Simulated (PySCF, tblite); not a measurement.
Isomers of C6H7O2S (doublet state), one GFN2-xTB conformer each. Single-point energies are computed at B3LYP/pcH-1 (PySCF, gas phase, no added dispersion term), electronic only. GFN2-xTB treats the open shell by occupation alone, and not every SCF solution was tested for stability.

```
                  SMILES  GFN2-xTB relative energy (kJ/mol)
    CC(=O)/C=[C]\OC(C)=S                               83.5
  [CH2]C(=O)/C=C/OC(C)=S                               71.2
[CH2]c1ccc([S@@](C)=O)o1                                0.0
 [CH2][C@H](C#CC(=O)O)SC                              140.4
    CC(=O)/[C]=C\OC(C)=S                               79.7
```

Conformers: `[CH3:1][C:2](=[O:3])/[CH:4]=[C:5]\[O:6][C:7]([CH3:8])=[S:9]` (doublet state) with C1–C2–C4–C5 -2°, C4–C5–O6–C7 -102°, C5–O6–C7–C8 6°; `[CH2:1][C:2](=[O:3])/[CH:4]=[CH:5]/[O:6][C:7]([CH3:8])=[S:9]` (doublet state) with H–C1–C2–O3 0° and 180°, C1–C2–C4–C5 180°, C4–C5–O6–C7 180°, C5–O6–C7–C8 0°; `[CH2:1][c:2]1[cH:3][cH:4][c:5]([S@@:6]([CH3:7])=[O:8])[o:9]1` (doublet state) with H–C1–C2–C3 0° and 180°, C4–C5–S6–C7 -118°; `[CH2:1][C@H:2]([C:3]#[C:4][C:5](=[O:6])[OH:7])[S:8][CH3:9]` (doublet state) with H–C1–C2–C3 -166° and 25°, C4–C5–O7–H 179°, C1–C2–S8–C9 66°; `[CH3:1][C:2](=[O:3])/[C:4]=[CH:5]\[O:6][C:7]([CH3:8])=[S:9]` (doublet state) with C4–C5–O6–C7 -179°, C5–O6–C7–C8 179°.

**Question.** What does B3LYP/pcH-1 give for the same structures?

**Answer.** 
```json
{"SMILES": "[CH2]C(=O)/C=C/OC(C)=S", "B3LYP/pcH-1 E (Eh)": "-781.42641", "B3LYP/pcH-1 (kJ/mol)": "0.0", "GFN2-xTB (kJ/mol)": "71.2", "point group": "Cs"}
{"SMILES": "CC(=O)/[C]=C\\OC(C)=S", "B3LYP/pcH-1 E (Eh)": "-781.40595", "B3LYP/pcH-1 (kJ/mol)": "53.7", "GFN2-xTB (kJ/mol)": "79.7", "point group": "C1"}
{"SMILES": "[CH2][C@H](C#CC(=O)O)SC", "B3LYP/pcH-1 E (Eh)": "-781.40257", "B3LYP/pcH-1 (kJ/mol)": "62.6", "GFN2-xTB (kJ/mol)": "140.4", "point group": "C1"}
{"SMILES": "CC(=O)/C=[C]\\OC(C)=S", "B3LYP/pcH-1 E (Eh)": "-781.39801", "B3LYP/pcH-1 (kJ/mol)": "74.6", "GFN2-xTB (kJ/mol)": "83.5", "point group": "C1"}
{"SMILES": "[CH2]c1ccc([S@@](C)=O)o1", "B3LYP/pcH-1 E (Eh)": "-781.39604", "B3LYP/pcH-1 (kJ/mol)": "79.7", "GFN2-xTB (kJ/mol)": "0.0", "point group": "C1"}
```

GFN2-xTB puts [CH2]c1ccc([S@@](C)=O)o1 lowest instead; measured from each level's own lowest isomer, the values differ by up to 79.7 kJ/mol ([CH2]c1ccc([S@@](C)=O)o1: 0.0 against 79.7). Neighbours under 21 kJ/mol apart (CC(=O)/[C]=C\OC(C)=S and [CH2][C@H](C#CC(=O)O)SC; [CH2][C@H](C#CC(=O)O)SC and CC(=O)/C=[C]\OC(C)=S; CC(=O)/C=[C]\OC(C)=S and [CH2]c1ccc([S@@](C)=O)o1) can change places with a better method, another conformer or zero-point energy.

**Question.** What happens when harmonic zero-point energies from GFN2-xTB frequencies are added?

**Answer.** 
```
                  SMILES  ZPE (kJ/mol)  electronic (kJ/mol)  with ZPE (kJ/mol)
  [CH2]C(=O)/C=C/OC(C)=S         294.7                  0.0                0.0
    CC(=O)/[C]=C\OC(C)=S         293.5                 53.7               52.5
 [CH2][C@H](C#CC(=O)O)SC         290.4                 62.6               58.2
    CC(=O)/C=[C]\OC(C)=S         296.5                 74.6               76.3
[CH2]c1ccc([S@@](C)=O)o1         298.4                 79.7               83.4
```

The zero-point energies span 8.0 kJ/mol. The order is unchanged.
